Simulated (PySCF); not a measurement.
MO for M along group 13

r²SCAN with double-zeta basis sets in PySCF, for the lowest determinant that a PBE0 search found; no spin–orbit coupling. De refers to high-spin ground-configuration atoms. A positive dipole means M(−)O(+).

| M | basis | state (unpaired electrons) | Re (Å) | ωe (cm⁻¹) | De (eV) | μ (D) |
| --- | --- | --- | --- | --- | --- | --- |
| B | cc-pVDZ | doublet (σ ↑) | 1.212 | 1882 | 8.57 | -2.08 |
| Al | cc-pV(D+d)Z/cc-pVDZ | doublet (σ ↑) | 1.629 | 967 | 5.24 | -3.91 |
| Ga | cc-pVDZ-PP/cc-pVDZ | doublet (σ ↑) | 1.716 | 735 | 4.24 | -3.30 |
| In | def2-SVPD | doublet (π ↑) | 2.121 | 490 | 3.64 | -3.02 |
| Tl | cc-pVDZ-PP/cc-pVDZ | doublet (π ↑) | 2.197 | 472 | 3.20 | -3.03 |

**Question.** By what factor does the well depth vary along the series?

**Answer.** At r²SCAN it runs from 3.20 eV (TlO) to 8.57 eV (BO), a factor of 2.68.

The rows differ in basis set, which adds steps of its own.

The state changes along the series, so neighbouring rows are not always alike in their bonding.

These are scalar-relativistic numbers at best; spin–orbit coupling would shift them, the dissociation energy most. States were picked by a PBE0 search and need not be the measured ground states.
